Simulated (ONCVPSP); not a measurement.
# Au (Z = 79): one change to an ONCV potential, before and after

gold (Au), optimised norm-conserving Vanderbilt (ONCV), made with ONCVPSP 4.0.1 (LDA (Perdew-Wang 92), scalar-relativistic). Core [Kr] 4d10 4f14, reference 5s2 5p6 5d10 6s1. Waves: 5s+6s: rc 1.45 bohr, ncon 4, nbas 8, qcut 7.2 1/bohr, 2 projectors; 5p: rc 1.55 bohr, ncon 5, nbas 9, qcut 7.7 1/bohr, 1 projector; 5d: rc 1.80 bohr, ncon 4, nbas 9, qcut 8.2 1/bohr, 2 projectors, debl 2.8 Ha. Local part: polynomial inside 0.90 bohr (lpopt 3, dvloc0 0 Ha). Core correction: none.

Change: local potential polynomial inside 0.90 bohr (lpopt 3, dvloc0 3 Ha).

Cutoffs: the cutoffs (Ha) at which the residual kinetic energy of the hardest occupied pseudo-wave falls to 1 and 0.1 mHa per electron; they do not see the model core or the augmentation charge, which bear on the density cutoff. Errors are all-electron minus pseudo energies relative to the spin-unpolarised reference configuration.

Q: How do hardness, ghosts and transferability respond?

A: The potential gets neither clearly harder nor softer (25 Ha and 58 Ha → 25 Ha and 58 Ha); the errors of the 4 common tests hardly move; the range in which the s phases agree widens (upper end 3.1 → 4.9); neither file shows a bound ghost.

| quantity | base | changed |
| --- | --- | --- |
| cutoff, loose | 25 Ha | 25 Ha |
| cutoff, tight | 58 Ha | 58 Ha |
| bound ghosts | none | none |
| GHOST(+) flags under 300 eV | s at 106.1 eV | s at 144.0 eV |
| error for 5s2 5p6 5d10 6s0, meV [ΔE 9.77 eV] | -3.9 | -3.9 |
| error for 5s2 5p6 5d9 6s0, meV [ΔE 31.27 eV] | -6.7 | -6.7 |
| error for 5s2 5p6 5d8 6s0, meV [ΔE 65.44 eV] | -13 | -13 |
| error for 5s2 5p6 5d9 6s1, meV [ΔE 12.37 eV] | -0.9 | -0.9 |
| s: phases at 1.47 bohr within 0.05 rad from the reference energy up to (Ha; the scan ends near 5) | 3.1 | 4.9 |
| p: phases at 1.58 bohr within 0.05 rad from the reference energy up to (Ha; the scan ends near 5) | 0.2 | 0.4 |
| d: phases at 1.83 bohr within 0.05 rad from the reference energy up to (Ha; the scan ends near 5) | to the end of the scan | to the end of the scan |
